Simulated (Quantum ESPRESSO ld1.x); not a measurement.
Tl2+, configuration [Xe] 4f14 5d10 6s1.

Calculated with ld1.x of Quantum ESPRESSO 7.5: scalar-relativistic Kohn-Sham, PBEsol, spin-unpolarised, spherical densities, point nucleus.

Energy parts (eV):
part                      energy
total                  -550745.3
kinetic                 620496.2
electron-nucleus      -1372475.0
Hartree                 211366.5
exchange-correlation    -10133.0

Orbitals (lengths in bohr, moments of r in powers of bohr; r(max) is where P^2 peaks):
orbital  occ.  eigenvalue (eV)   r(max)
1s          2         -85627.1  0.01003
2s          2         -15260.7  0.05814
2p          6         -13127.2  0.04833
3s          2         -3656.06   0.1639
3p          6         -3042.19   0.1638
3d         10         -2406.61   0.1334
4s          2         -829.575   0.3689
4p          6         -628.386   0.3891
4d         10         -392.783   0.3955
5s          2         -148.971   0.8074
4f         14         -132.009   0.3578
5p          6         -94.0334   0.9043
5d         10         -33.1922    1.114
6s          1         -25.4247    1.992

The highest occupied level is 6s at -25.425 eV. Summed over all electrons, <r^2> = 44.03 bohr^2, which gives a Langevin (diamagnetic) susceptibility term of -34.9 x 10^-6 cm^3/mol.
